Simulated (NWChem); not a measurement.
## Correlation energy of BeF₂

```xyz
3

Be     0.0000     0.0000     0.0000
F      0.0000     0.0000     1.3865
F      0.0000     0.0000    -1.3865
```
Charge 0, spin multiplicity 1.

The numbers come from NWChem runs, not from measurements. Structure: optimised with B3LYP/def2-SVP, a minimum by its harmonic frequencies.

Basis set: STO-3G. Each correlation energy counts from its own Hartree-Fock reference.

```
method        correlation energy (mHa)  difference from CCSD(T)
------------  ------------------------  -----------------------
CCSD(T)                         -101.7                      0.0
SCS-MP2                          -80.6                    +21.1
CR-CCSD(T)                      -100.7                     +1.1
CCSD                             -87.8                    +14.0
CCSDT                           -101.4                     +0.3
MP2                              -82.9                    +18.8
CCSD+T(CCSD)                    -105.0                     -3.3
CR-CCSD[T]                      -103.7                     -1.9
```

The values span 24.4 mHa, from CCSD+T(CCSD) (lowest) to SCS-MP2 (highest). 

The correlated methods keep 3 core orbitals frozen. The structure started from a generated list of species. Coupled-cluster values serve here as a point of comparison, not as the truth.
